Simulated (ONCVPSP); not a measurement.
Building the ONCV potential for H (Z = 1) (PBEsol, non-relativistic).

```
Element                 : hydrogen
Generator               : ONCVPSP 4.0.1
Type                    : optimised norm-conserving Vanderbilt (ONCV)
Functional              : PBEsol
Relativity              : non-relativistic
Frozen core             : none
Valence charge          : 1
Reference configuration : 1s0.5 (charge +0.5)
Partial waves           : 1s: rc 1.05 bohr, ncon 3, nbas 6, qcut 7.5 1/bohr, 2 projectors, debl 3.1 Ha; p scattering state at 0.02 Ha: rc 0.90 bohr, ncon 4, nbas 8, qcut 9.1 1/bohr, 2 projectors, debl 0.35 Ha
Local potential         : polynomial inside 0.90 bohr (lpopt 5, dvloc0 2 Ha)
Core correction         : none
```

All-electron outer shells of the reference configuration (PBEsol, non-relativistic, ld1.x):

```csv
shell,level (eV),outermost node (bohr),outermost maximum (bohr)
1s,-12.42,–,0.95
```

Question: Does the generator finish with these settings?

Answer: Yes, a potential is produced and its reference levels are reproduced.

Question: Estimate the cutoffs (Ha) at which the residual kinetic energy of the hardest occupied pseudo-wave falls to 1 and 0.1 mHa per electron.

Answer: 17 Ha and 24 Ha.

Question: What does a ghost test show?

Answer: No bound ghost flagged; no localised positive-energy state flagged.
